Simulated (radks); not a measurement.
Results of a calculation; reference values are marked as such.
Q: Si, 14 electrons, occupied as [Ne] 3s2 3p2. Code: a radial shooting solver on a logarithmic mesh with Libxc functionals. Model: scalar-relativistic Kohn-Sham, PBE, spin-polarised, spherical densities, point nucleus; open shells are filled with parallel spins first. Some entries of the table are withheld. Estimate them.

| orbital | occ. | eigenvalue (eV) | r(max) (bohr) | <r^2> (bohr^2) |
|---|---|---|---|---|
| 1s up | 1 | -1785.724 | 0.07261 | 0.01668 |
| 1s down | 1 | -1785.581 | 0.07261 | 0.01668 |
| 2s up | 1 | -139.3107 | (1) | 0.3857 |
| 2s down | 1 | -139.1512 | (2) | 0.3856 |
| 2p up | 3 | (3) | (4) | 0.3651 |
| 2p down | 3 | (5) | (6) | 0.3648 |
| 3s up | 1 | -11.3742 | 1.798 | 5.439 |
| 3s down | 1 | -9.6938 | 1.772 | 5.473 |
| 3p up | 2 | -4.6208 | 2.156 | 9.023 |
| 3p down | 0 | -2.9914 | 2.153 | 10.01 |

A: 
(1) 2s up r(max) (bohr): 0.4544
(2) 2s down r(max) (bohr): 0.4546
(3) 2p up eigenvalue (eV): -95.3944
(4) 2p up r(max) (bohr): 0.3878
(5) 2p down eigenvalue (eV): -95.1836
(6) 2p down r(max) (bohr): 0.3880
